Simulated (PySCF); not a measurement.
One of the candidates below gave these computed data.

All candidates are C5H10N2SSi2.

| technique | computed result |
| --- | --- |
| Dipole | 4.63 D [PBE0/pcSseg-1] |
| 1H NMR | chemical shifts (computed TMS as zero) by class: 9.56 (1 H), 7.01 (1 H), 6.65 (1 H), 6.24 (1 H), 5.68 (1 H), 5.44 (2 H), 4.39 (3 H) ppm [GIAO PBE0/pcSseg-1] |
| 13C NMR | chemical shifts (computed TMS as zero) by class: 150.8 (1 C), 147.1 (1 C), 129.8 (1 C), 123.3 (1 C), 114.2 (1 C) ppm [GIAO PBE0/pcSseg-1] |
| Rotational structure | rotational constants A, B, C: 1.681, 0.437, 0.394 GHz [GFN2-xTB] |
| NMR, other nuclei | isotropic shieldings of nuclei other than C and H, by class: -89 (1 N), 36 (1 N), 390 (1 Si), 407 (1 Si), 831 (1 S) ppm [GIAO PBE0/pcSseg-1] |

Gas-phase values; electronic properties from PySCF, density fitting. Levels stand in brackets. The structure is a single GFN2-xTB conformer in the gas phase; no vibrational or solvent corrections. NMR classes are plain means over equivalent atoms (diastereotopic ones count apart unless rotation or inversion swaps them), as if these changed places fast.

Problem. Which candidate is it?
A. `C=Cc1cc([SiH2]S[SiH3])n[nH]1`
B. `C=Cc1cc(S[SiH2][SiH3])n[nH]1`
C. `C=C[SiH2]c1cc(S[SiH3])n[nH]1`
D. `Nc1cccnc1[SiH2]S[SiH3]`

Solution. A. It is `C=Cc1cc([SiH2]S[SiH3])n[nH]1`. Numbering: `[CH2:1]=[CH:2][c:3]1[cH:4][c:5]([SiH2:6][S:7][SiH3:8])[n:9][nH:10]1`. Its formula, C5H10N2SSi2, gives 4 degrees of unsaturation: 1 ring and 3 π bonds in the structure found (Kekulé form). 5 carbons fall into 5 classes; from least to most shielded: substituted aromatic carbon [C5] (150.8 ppm), substituted aromatic carbon [C3] (147.1 ppm), alkene CH carbon [C2] (129.8 ppm), terminal =CH2 carbon [C1] (123.3 ppm), aromatic CH carbon [C4] (114.2 ppm). Hydrogen classes from least to most shielded: 1 H on a pyrrole-type nitrogen, N10 (9.56 ppm), 1 H on an aromatic CH carbon, C4 (7.01 ppm), 1 H on an alkene CH carbon, C2 (6.65 ppm), 1 H on a terminal =CH2 carbon, C1 (6.24 ppm), 1 H on a terminal =CH2 carbon, C1 (5.68 ppm), 2 H on an SiH2 silicon, Si6 (5.44 ppm), 3 H on an SiH3 silicon, Si8 (4.39 ppm, a mean of values up to 1.2 ppm apart in this geometry). The other shieldings belong to: -89 ppm, pyridine-type nitrogen [N9]; 36 ppm, pyrrole-type nitrogen [N10]; 390 ppm, SiH2 silicon [Si6]; 407 ppm, SiH3 silicon [Si8]; 831 ppm, sulfur bonded to 2 Si [S7]. The optimised geometry has point group C1 and is an asymmetric top.

The others, at the same levels:
- `C=Cc1cc(S[SiH2][SiH3])n[nH]1` fails: its computed 13C shifts are 156.7 (1 C), 149.4 (1 C), 130.1 (1 C), 124.4 (1 C), 106.3 (1 C) ppm, 1H shifts are 8.82 (1 H), 6.70 (1 H), 6.47 (1 H), 6.22 (1 H), 5.72 (1 H), 4.71 (2 H), 3.50 (3 H) ppm and dipole moment is 3.87 D (against 4.63 D).
- `Nc1cccnc1[SiH2]S[SiH3]` fails: its computed 13C shifts are 154.6 (1 C), 144.0 (1 C), 143.6 (1 C), 131.1 (1 C), 122.9 (1 C) ppm, 1H shifts are 8.26 (1 H), 7.21 (1 H), 6.87 (1 H), 5.47 (2 H), 4.35 (2 H), 4.24 (3 H) ppm and rotational constant A is 1.351 GHz (against 1.681 GHz).
- `C=C[SiH2]c1cc(S[SiH3])n[nH]1` fails: its computed 13C shifts are 154.7 (1 C), 146.7 (1 C), 137.1 (1 C), 136.7 (1 C), 119.7 (1 C) ppm, 1H shifts are 9.32 (1 H), 6.64 (1 H), 6.60 (1 H), 6.36 (1 H), 6.03 (1 H), 4.96 (2 H), 4.75 (3 H) ppm and rotational constant A is 2.208 GHz (against 1.681 GHz).

Each candidate is one conformer, not necessarily the lowest. Dipoles, sizes and rotational constants follow the conformer. The torsions of the flexible species, by atom-mapped SMILES:
- `[CH2:1]=[CH:2][c:3]1[cH:4][c:5]([SiH2:6][S:7][SiH3:8])[n:9][nH:10]1`: C1–C2–C3–C4 1°, C4–C5–Si6–S7 -106°, C5–Si6–S7–Si8 -35°
- `[CH2:1]=[CH:2][c:3]1[cH:4][c:5]([S:6][SiH2:7][SiH3:8])[n:9][nH:10]1`: C1–C2–C3–C4 1°, C4–C5–S6–Si7 179°, C5–S6–Si7–Si8 -54°
- `[NH2:1][c:2]1[cH:3][cH:4][cH:5][n:6][c:7]1[SiH2:8][S:9][SiH3:10]`: N6–C7–Si8–S9 -125°, C7–Si8–S9–Si10 54°, H–N1–C2–C3 17°, H–N1–C2–C3 161°
- `[CH2:1]=[CH:2][SiH2:3][c:4]1[cH:5][c:6]([S:7][SiH3:8])[n:9][nH:10]1`: C1–C2–Si3–C4 5°, C2–Si3–C4–C5 -75°, C5–C6–S7–Si8 -179°
